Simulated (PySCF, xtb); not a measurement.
C3H6F2Si, SMILES [SiH2](F)/C=C(\F)C. Other conformers were not sampled.

Harmonic wavenumbers (cm⁻¹) from xtb with GFN2-xTB at its own minimum, in rising order: 32, 110, 119, 158, 199, 344, 460, 492, 533, 568, 718, 762, 780, 803, 811, 896, 1015, 1019, 1117, 1251, 1390, 1451, 1463, 1706, 2321, 2341, 3003, 3018, 3070, 3085.

Q: What does PySCF with PBE-D3(BJ)/def2-SVP give at its own minimum? (An estimate is asked for; the answer gives what the named calculation found.)

A: 35, 105, 141, 189, 233, 355, 503, 510, 637, 701, 758, 766, 836, 870, 905, 934, 972, 1011, 1093, 1249, 1346, 1388, 1397, 1685, 2175, 2177, 2974, 3048, 3106, 3128. Paired by order, the mean absolute difference is 47 cm⁻¹ and the zero-point energies are 50.1 and 50.4 kcal/mol.
